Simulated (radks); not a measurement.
The numbers below are computed, except where a source is named.
Q: Spherical quantum dot in the effective-mass picture: electrons in a parabolic well V = omega^2 r^2 / 2 with omega = 2.44, with a point charge +1 (a donor) at the centre, all in effective atomic units (hartree* = m*/eps^2 hartree, bohr* = eps/m* bohr), one dielectric constant everywhere. Level of theory: non-relativistic Kohn-Sham, LDA (Slater exchange, Perdew-Wang correlation), spin-polarised, spherical densities (a radial shooting solver with Libxc functionals). Levels are named by radial order and angular momentum (1s, 1p, 1d, 2s, ...), and open shells are averaged over m. At N = 9 the configuration is 1s2 1p6 2s(up 1, down 0). Does electron 10 go into 1d down or 1d up or 2s down?

A: Into 2s down. The total energies of the other choices lie higher by 0.134 hartree* (1d up), 0.168 hartree* (1d down).
